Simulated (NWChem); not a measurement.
Basis-set dependence for HS$_{2}$

SMILES: [S]S
```xyz
3

S      0.4306     0.9351     0.0000
S     -0.4677    -0.8295     0.0000
H      0.5935    -1.6883     0.0000
```
Charge 0, spin multiplicity 2.

Everything below was run with NWChem. All single points use one geometry, from UPBE0/def2-SVP, a minimum by its harmonic frequencies.

Hartree-Fock energies in Ha, correlation energies in mHa.

The correlated methods keep 10 core orbitals frozen. The structure started from a generated list of species. The unpaired electrons of the parent sit in orbitals of symmetry a" (Cs labels of the run); other states weren't searched. No SCF solution was tested for a lower state. Open-shell Hartree-Fock references start from PBE0 orbitals. Coupled-cluster values serve here as a point of comparison, not as the truth.

```tsv
basis	functions	UHF	UMP2	SCS-UMP2	CCSD on ROHF	CCSD[T] on ROHF	CCSD(T) on ROHF	CCSD on UHF	CCSD[T] on UHF	CCSD(T) on UHF	CCSDT on ROHF	URI-MP2
STO-3G	19	-786.90197	-36.8	-40.9	-54.4	-55.4	-55.2	-53.8	-54.7	-54.5	-55.5	not run
cc-pVDZ	41	-795.63273	-244.2	-239.7	-281.0	-290.2	-289.6	-276.3	-285.1	-284.6	-290.4	-244.2
cc-pVTZ	82	-795.66898	-326.4	-324.2	-368.5	-387.5	-386.9	not run	not run	not run	not run	-326.4
cc-pVQZ	148	-795.67805	-355.9	-356.6	not run	not run	not run	not run	not run	not run	not run	-355.9
```

From cc-pVTZ to cc-pVQZ the Hartree-Fock energy moves by -9.1 mHa and the UMP2 correlation energy by -29.5 mHa, which is 8 % of its value in the larger set.
